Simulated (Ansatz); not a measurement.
GeH9NSi2, SMILES `[SiH3][N]([SiH3])[GeH3]`. The species carries charge 0 and has multiplicity 1. Correlated methods include outer-core shells of Ge, which these sets cover unevenly. Scalar relativity is left out up to krypton.

```xyz
13

Si    0.261    1.006   -1.428
N     0.076   -0.001   -0.036
Si    1.343   -0.340    1.090
Ge   -1.614   -0.675    0.337
H    -0.396    2.331   -1.256
H     1.711    1.219   -1.674
H    -0.358    0.358   -2.617
H     1.356    0.608    2.239
H     1.139   -1.708    1.643
H     2.658   -0.266    0.404
H    -2.625    0.178   -0.446
H    -1.858   -0.564    1.850
H    -1.692   -2.145   -0.105
```

(1) Give the diagnostics of a CCSD(T)/def2-TZVPP run (frozen core, the Gaussian-basis code of Ansatz). (Best estimate.)

Results:

(1) The calculation gave: T1 = 0.0115, largest single amplitude 0.010, largest double 0.013, (T) share of the correlation energy 3.4 %, 8 CCSD cycles. The RHF solution is stable towards an unrestricted one. T1 lies under the customary mark of 0.02 for closed shells.
